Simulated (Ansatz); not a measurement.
Ideal-gas functions of ClGaH3NS (`[NH2][Ga]([SH])[Cl]`) at 600 K and 1 bar, from an Ansatz frequency run at PBE0-D4/def2-TZVP.

Molar mass 154.27 g/mol, point group C1 (symmetry number 1), electronic degeneracy 1, moments of inertia 128.51, 237.925, 366.384 u Å². Harmonic wavenumbers (cm⁻¹, unscaled): 106, 117, 149, 184, 221, 364, 389, 440, 698, 734, 764, 1554, 2718, 3623, 3734.

Use S(trans) = R[1.5 ln M + 2.5 ln T − 1.1517]; rotational temperatures θ = 24.2544 K / I; S(rot) = R[ln(√π/σ · √(T³/θAθBθC)) + 1.5]; for each mode x = 1.438777 ν̃/T, S = R[x/(eˣ − 1) − ln(1 − e⁻ˣ)] and H = RT x/(eˣ − 1); 1 cm⁻¹ = 0.0119627 kJ/mol; R = 8.31446 J/(mol·K).

Question: By hand: the entropy, in J/(mol·K).

Answer: Translation 186.2. Rotation: θ = 0.1887, 0.1019, 0.0662 K, giving 124.7. Vibration, mode by mode: 19.73, 18.91, 16.92, 15.18, 13.69, 9.70, 9.19, 8.24, 4.94, 4.61, 4.35, 0.97, 0.09, 0.01, 0.01, in all 126.5. Electronic 0.0. Sum 437.4 J/(mol·K).

Question: By hand: H − E and G − E in kJ/mol, counted from the electronic energy.

Answer: Zero-point energy ½ × 15795 × 0.0119627 = 94.5; thermal vibration 35.6; translation, rotation and pV give 4 RT = 20.0. H − E = 150.1 kJ/mol, and G − E = 150.1 − 600 × 437.4/1000 = -112.3 kJ/mol.

Vibration gives 29 % of the entropy, 55.5 J/(mol·K) of it from the modes under 150 cm⁻¹: soft modes count most, and the harmonic formula is weakest for them. The sum counts one conformer and one mirror image; others add a mixing term.
